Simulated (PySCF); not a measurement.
Method: PBE-D3(BJ)/def2-TZVP // PBE-D3(BJ)/def2-SVP (PySCF). Gas-phase values, no solvent. Excitations are Tamm–Dancoff values on a coarser integration grid. The basis has no diffuse functions, so Rydberg states are missing or too high.

Reference species (SMILES): `o1cc2c(c1)cccc2` (neutral, multiplicity 1).

```yaml
brightest of the four lowest singlets (TDA): 3.70 eV
adiabatic ionisation energy (no zero-point term): 7.42 eV
```

Changed species: `c1ccc2c[nH]cc2c1` (E = [NH]; the reference has E = O).

Question: What does the change do to the brightest of the four lowest singlets (TDA) and adiabatic ionisation energy (no zero-point term)?

Answer: the brightest of the four lowest singlets (TDA) goes up by 0.12 eV, to 3.82 eV; the adiabatic ionisation energy (no zero-point term) decreases by 0.44 eV, to 6.98 eV.
